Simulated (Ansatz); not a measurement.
Computed with Ansatz on PBE0-D4/def2-TZVP structures; ΔE is electronic, products minus reactants. CBS: MP2 limit from def2 TZ/QZ plus the TZ coupled-cluster correction, frozen cores. This one scheme is used for every species, atoms too. For atomizations the MP2-based limit and the directly extrapolated one differ by several kJ/mol either way, and by 10 to 25 for some Ge, Se and Sn compounds, so smaller differences from it don't rank the levels. DFT in def2-TZVPP. HSE06 is defined as in plane-wave codes. No spin–orbit coupling; open shells (•) take unrestricted orbitals. Spin–orbit coupling would lower the free atoms: a little for B, F, Si. One conformer a species, not always the lowest.

Consider the atomization: `B[SiH](F)[SiH2][SiH3]` → B• + F• + 8 H• + 3 Si•.

Q: What is ΔE at CCSD(T)/CBS? (An estimate is asked.)

A: Computed: +42.00 eV.

Q: What do these levels give: r2SCAN-D4, B97M-V, r2SCAN0-D4, HSE06-D4, CCSD(T)/def2-TZVPP, CCSD/CBS(def2)? (Best estimate.)

A: Computed: r2SCAN-D4 42.14, B97M-V 42.38, r2SCAN0-D4 41.76, HSE06-D4 41.63, CCSD(T)/def2-TZVPP 40.94, CCSD/CBS(def2) 41.62 eV.

Largest T1 diagnostic among the species: 0.014.

From r2SCAN to r2SCAN0 (25 % exact exchange), in def2-TZVPP and without D4, ΔE moves by −0.39 eV: exact exchange takes away binding that semilocal exchange gives to molecules. In def2-TZVPP, CCSD(T) changes the Hartree–Fock value by +8.49 eV (the triples alone add +0.38 eV) and MP2 by +8.45 eV; breaking electron pairs costs correlation energy, which Hartree–Fock lacks.
